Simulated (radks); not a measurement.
Question: The mean radii <r> (bohr) of the occupied orbitals of an atom or ion are listed with their occupations. Calculated with a radial shooting solver on a logarithmic mesh with Libxc functionals: non-relativistic Kohn-Sham, PBE, spin-polarised, spherical densities, point nucleus.

| orbital | occ. | <r> |
|---|---|---|
| 1s up | 1 | 0.03463 |
| 1s down | 1 | 0.03463 |
| 2s up | 1 | 0.1508 |
| 2s down | 1 | 0.1508 |
| 2p up | 3 | 0.1290 |
| 2p down | 3 | 0.1291 |
| 3s up | 1 | 0.4119 |
| 3s down | 1 | 0.4114 |
| 3p up | 3 | 0.4046 |
| 3p down | 3 | 0.4040 |
| 3d up | 5 | 0.3775 |
| 3d down | 5 | 0.3765 |
| 4s up | 1 | 0.9226 |
| 4p up | 2 | 0.9532 |

Name the element and its charge. Open shells, if any, are filled with parallel spins first.

Answer: Z = 44, ruthenium, charge +13: Ru13+ in [Ar] 3d10 4s1 4p2. The 1s radius gives Z: for a bare nucleus <r> = 1.5/Z, 0.03409 bohr for Z = 44, and screening makes it slightly larger (0.03463 here). The occupations add up to 31, and the charge is Z minus that.
